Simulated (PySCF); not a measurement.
A structure optimised at ωB97X-D3(BJ)/def2-TZVP, used in a PySCF frequency run:

```
C
O 1 1.1625
N 1 1.2113 2 173.38
H 3 1.0055 1 124.56 2 180.00
```
Charge 0, spin multiplicity 1.

Write its SMILES, formula and point group.

N=C=O, CHNO, Cs

What are its rotational constants (standard atomic weights)?

865.01, 11.123, 10.981 GHz
